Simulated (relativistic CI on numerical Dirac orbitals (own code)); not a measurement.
**Co4+ in a cubic cluster: L2,3 absorption with charge transfer**

Computed with a charge-transfer multiplet model of a cubic metal-ligand cluster with up to 2 ligand holes, Slater and spin-orbit integrals from Dirac-Coulomb-Breit ions, Slater integrals scaled by 0.7. The ground state mixes d5 with configurations of k ligand holes L, whose averages lie at kΔ + k(k − 1)U_dd/2; a core hole lowers each added d electron by U_cd. 300 K, Lorentzian 0.4 eV and Gaussian 0.3 eV FWHM.

Atomic integrals in eV (Slater integrals scaled, ζ unscaled), ground: F2dd 9.508, F4dd 5.971, zeta_d 0.080; with the core hole: F2dd 10.024, F4dd 6.297, zeta_d 0.102, zeta_core 9.658, F2cd 6.005, G1cd 4.623, G3cd 2.630.

Cluster parameters (eV): Δ = -1.4, U_dd = 6.4, U_cd = 8.2, 10Dq(ligand) = 0.6, V(eg) = 2.1, V(t2g) = -1.14, final-state hopping factor = 0.9.

Weights, n_d and S are thermal averages at 300 K. Photon energies count from the first peak over 30 % of the highest in each spectrum, which can be another peak from case to case. The parameters are a model scan and need not match a compound or its usual spin state. Peaks in eV (height, largest 100): 0.0 (30), 1.3 (48), 2.7 (100), 8.6 (6), 17.2 (33), 18.1 (18).

(1) Which parameters give this spectrum?
A. 10Dq = 1.9 eV
B. 10Dq = 2.5 eV
C. 10Dq = 1.6 eV

## Answers

(1) C. 10Dq = 1.6 eV; the ground state then has 5.85 d electrons and S = 1.10. The choice follows from running the model for each set and comparing peak positions and heights. The space is cut while the next configuration still counts.
